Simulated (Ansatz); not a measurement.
Geometry optimisation, RKS B3LYP-D4/def2-SVP (Ansatz).

Input:

```yaml
crystal:
  periodic: [false, false, false]
  atoms:
    - { symbol: B, position_ang: [0.0, 0.0, 0.0] }
    - { symbol: H, position_ang: [0.0, 0.0, 1.54] }
    - { symbol: F, position_ang: [1.1431, 0.0, -0.66] }
    - { symbol: "N", position_ang: [-1.3423, 0.0, -0.775] }
    - { symbol: H, position_ang: [-2.0112, -0.8164, -0.6764] }
    - { symbol: H, position_ang: [-1.5914, 0.8164, -1.4036] }
    - { symbol: Cl, position_ang: [-0.2702, 2.0319, 0.6811] }
    - { symbol: H, position_ang: [-0.1156, 0.8691, 1.6586] }
basis:
  gaussian: { orbitals: def2-SVP }
hamiltonian:
  xc: b3lyp
  dispersion: d4
relax:
  f_tol: 0.15
  max_steps: 25
  restrain:
    - { distance: [0, 6], at: 3.06, k: 30.0 }
    - { distance: [7, 1], at: 1.86, k: 30.0 }
    - { distance: [0, 1], at: 1.19, k: 30.0 }
    - { distance: [7, 6], at: 1.37, k: 30.0 }
```

Launched with:

```bash
$ ansatz run input.yaml --threads 1 --pin off --max-ram 2048MiB --backend cpu --events-out ev --progress --plain --runs-dir out
```

Where does it end, and by what steps?

The forces met the threshold. The restraints hold the end off the free minimum. After 8 steps the energy has fallen by 3.294 eV (the restraints' own energy left out); H6 moved furthest, 0.86 Å. Joined: B1–H2 (1.54 → 1.20 Å).

```
step  energy less start (eV)  largest force component (eV/Å)  accepted
   0                  0.0000                           3.707       yes
   1                 -1.0201                           2.772       yes
   2                 -1.8250                           2.484       yes
   3                 -2.4597                           2.334       yes
   4                 -2.8455                           1.554       yes
   5                 -3.0619                           1.669       yes
   6                 -3.2284                           1.348       yes
   7                 -3.2893                           1.131       yes
   8                 -3.2944                           1.080       yes
```

```xyz
8
Properties=species:S:1:pos:R:3
B -0.098 -0.139 -0.085
H -0.073 -0.462 1.071
F 1.052 0.191 -0.680
N -1.282 -0.188 -0.813
H -2.167 -0.444 -0.393
H -1.337 0.087 -1.789
Cl -0.230 2.566 1.355
H -0.052 1.290 1.698
```

The run took 24 s on 1 thread of Intel(R) Xeon(R) Platinum 8375C CPU @ 2.90GHz (Ice Lake), with other jobs on the host, peak memory 0.17 GiB.
